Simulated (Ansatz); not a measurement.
HF₂GaO, singlet, geometry from GFN2-xTB (such geometries of metal compounds can be far from the true shape), with bond 3-1 at 1.8 times its length; Ansatz (a program for electronic structure) with SC-NEVPT2/6-31G, CASSCF(6,5).

Input for Ansatz:
Ansatz 0.2 input:
```yaml
crystal:
  periodic: [false, false, false]
  atoms:
    - {symbol: Ga, position_ang: [0.01660715, 0.02228652, -0.00211523]}
    - {symbol: F, position_ang: [-1.41688710, -0.94345032, -0.22115885]}
    - {symbol: F, position_ang: [0.02087236, 2.88759659, -1.20150783]}
    - {symbol: O, position_ang: [1.35494208, -0.64772354, 0.86127947]}
    - {symbol: H, position_ang: [1.22683524, -1.54516997, 1.18176621]}
basis:
  gaussian:
    orbitals: 6-31G
magnetization: {spin_polarized: false}
correlation: {method: sc_nevpt2, electrons: all, active_space: {window: {electrons: 6, orbitals: 5}}}
```

**Question.** Write the output that Ansatz gives for this input, abridged.

**Answer.** 
```
Functional definition: HF
519 factors; integrals over basis functions are off by at most 5.1e-4 eV
mean field evaluation 1: about -59779.8284 eV, gradient 5.4e1 eV
mean field evaluation 2: about -59779.8749 eV, gradient 5.4e1 eV
mean field evaluation 4: about -59785.5722 eV, gradient 8.5e0 eV
mean field evaluation 8: about -59785.7711 eV, gradient 5.8e-1 eV
mean field evaluation 16: about -59785.7736 eV, gradient 1.2e-6 eV
mean field -59785.77357182 eV, -2197.0866545115 hartree, gradient 1.2e-6 eV, S^2 0.000000; 0 other end points of the search recorded, 0 dependent functions left out; unrestricted orbitals would lower it
reference -59785.77357182 eV, -2197.0866545115 hartree; 29, 29 occupied and 29, 29 virtual orbitals, 519 factors
state -59788.90553028 eV, -2197.2017518622 hartree
state -59788.90553028 eV, -2197.2017518622 hartree; corrected -59804.20405272 eV, -2197.7639621919 hartree
state -59788.69017641 eV, -2197.1938377534 hartree
state -59788.69017641 eV, -2197.1938377534 hartree; corrected -59804.30419884 eV, -2197.7676424939 hartree
state -59788.69017641 eV, -2197.1938377534 hartree; corrected -59804.30419884 eV, -2197.7676424939 hartree
state -59788.76093963 eV, -2197.1964382536 hartree
state -59788.76093963 eV, -2197.1964382536 hartree; corrected -59804.21179691 eV, -2197.7642467858 hartree
state -59788.69017641 eV, -2197.1938377534 hartree; corrected -59804.30419884 eV, -2197.7676424939 hartree
WARN: the results are in doubt because another end's mean lies 0.215 eV lower, and its corrected mean 0.100 eV higher
Total energy: -59804.30419884 eV, -2197.7676424939 hartree
In doubt: another end's mean lies 0.215 eV lower, and its corrected mean 0.100 eV higher
```
